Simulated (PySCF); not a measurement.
# `O=C[C@H]1[SiH2][SiH2][SiH2]C1=O`: 4 charge schemes on one density

Compound: C3H8O2Si3.
Z-matrix (Å and degrees, GFN2-xTB geometry), rows numbered from 1:
```
O 
C   1  1.2219
C   2  1.4424  1  122.75
Si  3  1.9844  2  102.42  1   -74.75
Si  4  2.3393  3   96.63  2    67.39
Si  5  2.3310  4   95.92  3    18.30
C   3  1.5012  2  110.57  1    36.17
O   7  1.2091  3  121.28  2   143.00
H   2  1.1022  1  119.87  3  -178.49
H   3  1.0882  2  114.33  1   165.57
H   4  1.4672  3  101.69  2  -167.80
H   4  1.4710  3  102.62  2   -60.41
H   5  1.4750  4  108.87  3   140.05
H   5  1.4679  4  111.09  3  -106.72
H   6  1.4767  5  112.45  4   112.78
H   6  1.4559  5  125.19  4  -116.72
```

Density: PBE0/pcSseg-1 (PySCF); schemes: Mulliken, IAO, Hirshfeld and ESP-fitted. Isolated species at its GFN2-xTB geometry (one conformer only).

Question: For which atoms does the sign change between the 4 schemes (beyond +0.03 e in one, beyond −0.03 e in another)?

Answer: For none.

Question: Which atoms carry the lowest charge in the Mulliken, IAO, Hirshfeld and ESP-fitted schemes?

Answer: The schemes don't all agree: Mulliken C3 (-0.601); IAO C3 (-0.446); Hirshfeld O8 (-0.217); ESP-fitted O1 (-0.483).

Question: At which atom do the 4 schemes differ most?

Answer: At C3: from -0.601 (Mulliken) to -0.128 e (Hirshfeld), 0.473 e apart.

Question: What partial charge does each atom carry?

Answer: In e:

```
atom                  environment  Mulliken     IAO  Hirshfeld  ESP-fitted
  O1              aldehyde oxygen    -0.418  -0.428     -0.182      -0.483
  C2              aldehyde carbon    +0.342  +0.250     +0.128      +0.420
  C3  sp3 carbon bound to silicon    -0.601  -0.446     -0.128      -0.386
 Si4                 SiH2 silicon    +0.377  +0.464     +0.266      +0.227
 Si5                 SiH2 silicon    -0.005  +0.160     +0.152      +0.155
 Si6                 SiH2 silicon    +0.391  +0.438     +0.220      +0.232
  C7              carbonyl carbon    +0.089  +0.151     +0.072      +0.469
  O8              carbonyl oxygen    -0.330  -0.377     -0.217      -0.454
  H9              formyl hydrogen    +0.109  +0.127     +0.056      +0.041
 H10             methine hydrogen    +0.164  +0.174     +0.055      +0.146
 H11                Si–H hydrogen    -0.010  -0.082     -0.063      -0.041
 H12                Si–H hydrogen    -0.028  -0.088     -0.068      -0.057
 H13                Si–H hydrogen    -0.010  -0.083     -0.074      -0.077
 H14                Si–H hydrogen    +0.002  -0.068     -0.067      -0.042
 H15                Si–H hydrogen    -0.051  -0.118     -0.088      -0.130
 H16                Si–H hydrogen    -0.021  -0.074     -0.064      -0.021
```

Mean size of the charges over all atoms: IAO 0.220 e, ESP-fitted 0.211 e, Mulliken 0.184 e, Hirshfeld 0.119 e. Each set sums to the total charge, 0, to within 0.001 e. The Mulliken scheme counts on each atom the diagonal of the density matrix times the overlap matrix over that atom's basis functions.

Question: Sum the charges by element.

Answer: 
```tsv
element	atoms	Mulliken	IAO	Hirshfeld	ESP-fitted
O	2	-0.748	-0.805	-0.399	-0.937
C	3	-0.169	-0.045	+0.072	+0.503
Si	3	+0.762	+1.062	+0.638	+0.614
H	8	+0.154	-0.212	-0.312	-0.181
```

Question: How closely do the schemes follow one another over all atoms?

Answer: Correlation coefficient and root-mean-square difference: IAO with Hirshfeld 0.96, 0.140 e; Mulliken with IAO 0.95, 0.080 e; IAO with ESP-fitted 0.89, 0.126 e; Mulliken with ESP-fitted 0.86, 0.139 e; Mulliken with Hirshfeld 0.84, 0.165 e; Hirshfeld with ESP-fitted 0.84, 0.171 e.
